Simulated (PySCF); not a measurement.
Positional isomers: silole fluoro. Isolated molecules, 0 K electronic values unless said otherwise. Strings in code marks are SMILES.

The T1 excitation (TDA) from two functionals at the same geometries (PBE0-D3(BJ)/def2-TZVP), both in PySCF: PBE-D3(BJ)/def2-TZVP and ωB97X-D3(BJ)/def2-TZVP. Excitations are Tamm–Dancoff values on a coarser integration grid. The basis has no diffuse functions, so Rydberg states are missing or too high.

```tsv
species	PBE-D3(BJ)/def2-TZVP (eV)
`FC1=CC=C[SiH2]1`	2.59
`FC1=C[SiH2]C=C1`	2.82
`F[SiH]1C=CC=C1`	2.56
```

Question: What does ωB97X-D3(BJ)/def2-TZVP give for each?

Answer: 
- `FC1=CC=C[SiH2]1`: 2.75
- `FC1=C[SiH2]C=C1`: 3.00
- `F[SiH]1C=CC=C1`: 2.73
Over these rows, drawn at random from the members with no instability flagged (it was tested for open shells, ions and some series alone), PBE minus ωB97X-D3(BJ): mean -0.17 eV, from -0.18 eV to -0.15 eV.
